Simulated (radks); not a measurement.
Charge is removed step by step from the 2p level of the iron ion Fe8+, starting from [Ar]. Calculated with a radial shooting solver on a logarithmic mesh with Libxc functionals: non-relativistic Kohn-Sham, TPSS, spin-unpolarised, spherical densities, point nucleus; meta-GGA in the generalised Kohn-Sham scheme.

removed (e)  E - E(0) (eV)  eigenvalue (eV)  E minus straight line (eV)
0                    0.000          -882.58                       0.000
0.25                223.17          -902.79                      -7.661
0.5                 451.41          -923.19                     -10.245
0.75                684.78          -943.77                      -7.707
1                   923.31          -964.54                       0.000

Removing the whole electron costs 923.31 eV by Delta-SCF, against 882.58 eV from minus the eigenvalue at the starting occupation. Slater's transition state (half an electron removed) gives 923.19 eV. Integrating minus the eigenvalue over the occupation (Janak's theorem) gives 923.31 eV. The mean slope of the eigenvalue, de/dn, is 82.0 eV per electron.
